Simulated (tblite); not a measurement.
Parent: `[CH3:1][CH:2]([CH3:3])[CH2:4]/[P:5]=[P:6]\[C:7]([F:8])([F:9])[F:10]` with C1–C2–C4–P5 -172°, C2–C4–P5–P6 -173°, C5H9F3P2.

Structures optimised with GFN2-xTB, isolated species. One conformer each, not checked by frequencies here.

| coordinate of the parent | value |
| --- | --- |
| C1–C2 | 1.527 Å |
| C2–C3 | 1.524 Å |
| C2–C4 | 1.531 Å |
| C4–P5 | 1.869 Å |
| P5=P6 | 2.033 Å |
| P6–C7 | 1.905 Å |
| C7–F8 | 1.346 Å |
| C7–F9 | 1.346 Å |
| C7–F10 | 1.336 Å |
| C1–C2–C3 | 110.6° |
| C1–C2–C4 | 109.5° |
| C3–C2–C4 | 110.4° |
| C2–C4–P5 | 110.8° |
| C4–P5–P6 | 109.1° |
| P5–P6–C7 | 106.3° |
| P6–C7–F8 | 113.7° |
| P6–C7–F9 | 113.4° |
| P6–C7–F10 | 110.0° |
| F8–C7–F9 | 106.6° |
| F8–C7–F10 | 106.4° |
| F9–C7–F10 | 106.4° |

Q: How does the shared frame change in `[F:1][C:2]([F:3])([F:4])/[P:5]=[P:6]\[c:7]1[cH:8][cH:9][cH:10][n:11][cH:12]1` with P5–P6–C7–C8 -92°, C6H4F3NP2? Atoms pair as P5 = P6, P6 = P5, C7 = C2, F8 = F3, F9 = F4, F10 = F1 (parent first).

A: 
```tsv
parent	relative	value in the relative	change
P5=P6	P6=P5	2.035 Å	+0.002
P6–C7	P5–C2	1.909 Å	+0.004
C7–F8	C2–F3	1.345 Å	-0.001
C7–F9	C2–F4	1.342 Å	-0.004
C7–F10	C2–F1	1.338 Å	+0.002
P5–P6–C7	P6–P5–C2	105.6°	-0.7
P6–C7–F8	P5–C2–F3	113.3°	-0.4
P6–C7–F9	P5–C2–F4	113.7°	+0.3
P6–C7–F10	P5–C2–F1	109.5°	-0.5
F8–C7–F9	F3–C2–F4	107.0°	+0.4
F8–C7–F10	F3–C2–F1	106.3°	-0.1
F9–C7–F10	F4–C2–F1	106.5°	+0.1
```

Of the parent's bonds, P6–C7 and C7–F9 change most and about equally (-0.004 to +0.004 Å). Bonds of the relative outside the shared frame: P6–C7 1.828, C7–C8 1.392, C8–C9 1.384, C9–C10 1.387, C10–N11 1.322, N11–C12 1.314, C7–C12 1.397 Å. Point group C1 → C1.

These are computed values.
